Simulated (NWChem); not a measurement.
Si2H4, singlet; SMILES [SiH3][SiH]

```xyz
6

Si     0.1248     1.3373     0.4861
H      1.1816     1.3556    -0.6263
Si    -0.0888    -1.0184     0.1143
H      1.2470    -1.6727     0.3224
H     -0.4973    -1.2511    -1.3122
H     -1.0830    -1.7035     0.9981
```
Atoms are numbered in this order, from 1.

Results from NWChem. Low-valent species are run as closed-shell singlets; no triplet was tried in these runs. Structure relaxed at the PBE0/def2-SVP level. Level: PBE0/aug-cc-pVDZ; rows give the wavelength of the field.

For field static:

```
Item                              Result
--------------------------------  ------
isotropic polarisability (bohr³)    69.2
```

### Question
What are these values for field 1065 nm?

### Answer
isotropic polarisability (bohr³): 71.0
